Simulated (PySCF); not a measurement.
Pb(H)(NMe2) (C2H7NPb), SMILES C[N](C)[PbH] (connectivity only; charge and spin as stated), neutral, multiplicity 1. Atoms are numbered in the order given.

```xyz
11

Pb     0.0194     0.6481     0.0000
H     -1.8557     0.7110     0.0000
N     -0.0114    -1.5238     0.0000
C      1.2183    -2.2823     0.0000
C     -1.1872    -2.3634     0.0000
H      1.2978    -2.9430     0.8891
H      1.2978    -2.9430    -0.8891
H      2.0972    -1.6176     0.0000
H     -1.2152    -3.0286    -0.8891
H     -1.2152    -3.0286     0.8891
H     -2.1018    -1.7550     0.0000
```

Geometry optimised at B3LYP-D3(BJ)/def2-SVP. The def2 effective core potentials stand for the cores of Pb; spin–orbit coupling is left out.

Method: PySCF with CAM-B3LYP/def2-TZVP.

ESP charges are fitted to the potential on shells at 1.4 to 2.0 van der Waals radii. Atomic charges (e):

```
atom  ESP fit  Mulliken  Löwdin
----  -------  --------  ------
Pb1      0.25      0.41    0.33
H2      -0.17     -0.17       ?
N3       0.08     -0.39       ?
C4      -0.52     -0.26       ?
C5      -0.33     -0.25       ?
H6       0.15      0.11    0.11
H7       0.15      0.11    0.11
H8       0.12      0.11    0.11
H9       0.09      0.10    0.11
H10      0.09      0.10    0.11
H11      0.10      0.13    0.12
```

### Question
Fill in the missing entries. (The exact figures need the calculation; the answer reports its results.)

### Answer

- H2, Löwdin: -0.11
- N3, Löwdin: -0.13
- C4, Löwdin: -0.37
- C5, Löwdin: -0.37
